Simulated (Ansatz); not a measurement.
Consider the ligand exchange at a Ge–Br bond: `C[O][GeH2][Br]` + H₂S → `C[O][GeH2][SH]` + HBr.

Gas-phase electronic energies from Ansatz, PBE0-D4/def2-TZVP geometries. CCSD(T)/CBS is the MP2 limit (def2-TZVPP, def2-QZVPP) plus CCSD(T) − MP2 in def2-TZVPP, frozen cores. This one scheme is used for every species. Functionals use def2-TZVPP. For Br, Ge outer-core shells are correlated without core-valence functions, which leaves a few kJ/mol of doubt a bond. Scalar relativity is left out up to krypton. Each species was taken in one conformer, which may not be the lowest.

```
         species  r2SCAN-D4 energy (Eh)
`C[O][GeH2][Br]`            -4767.50681
             H₂S             -399.37429
`C[O][GeH2][SH]`            -2592.13082
             HBr            -2574.74147
```

Problem. Work out ΔE.

Solution. ΔE = (-2592.13082) + (-2574.74147) − (-4767.50681) − (-399.37429) = 0.00881 Eh = +5.5 kcal/mol. CCSD(T)/CBS gives +5.9 kcal/mol.

Largest T1 diagnostic among the species: 0.012.

From PBE to PBE0 (25 % exact exchange), in def2-TZVPP and without D4, ΔE moves by +0.8 kcal/mol. In def2-TZVPP, CCSD(T) changes the Hartree–Fock value by −3.4 kcal/mol (the triples alone add −0.6 kcal/mol) and MP2 by −3.3 kcal/mol.
